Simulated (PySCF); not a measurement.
Geometry (Å), atoms numbered from 1 in this order:
```xyz
13

Al   -0.0038   -0.0047    0.0014
C     0.0032   -0.0126    1.9767
C     0.0137   -0.0181    3.2010
H     0.0216   -0.0232    4.2756
C     1.8563   -0.0095   -0.6606
C     3.0106   -0.0131   -1.0686
H     4.0242   -0.0172   -1.4257
C    -0.9272    1.6173   -0.6466
C    -1.4955    2.6250   -1.0474
H    -1.9943    3.5100   -1.3979
C    -0.9411   -1.6108   -0.6650
C    -1.5171   -2.6087   -1.0791
H    -2.0199   -3.4865   -1.4417
```

Total charge -1.

Geometry: PBE0-D3(BJ)/def2-SVP; GIAO absolute shieldings from PySCF 2.14, gas phase, non-relativistic, averaged over equivalent atoms.

At B3LYP/pcSseg-1 (pcSseg-2 on Al) (199 basis functions, 23 s wall time on 1 thread of an Arm Neoverse V1, shared host):
```tsv
atoms	σ (ppm)
Al1	487.6
C2/C5/C8/C11	68.7
C3/C6/C9/C12	94.3
H4/H7/H10/H13	30.47
```

**Question.** Estimate the result of repeating the calculation with PBE0/pcSseg-1 (pcSseg-2 on Al).

**Answer.** 
```tsv
atoms	σ at PBE0/pcSseg-1 (pcSseg-2 on Al)	change
Al1	493.4	+5.8
C2/C5/C8/C11	73.0	+4.3
C3/C6/C9/C12	96.0	+1.7
H4/H7/H10/H13	30.26	-0.21
```

The largest change is at Al1 (aluminium bonded to 4 C). Cost: 199 basis functions, 37 s wall time on 1 thread of an Arm Neoverse V1, shared host.
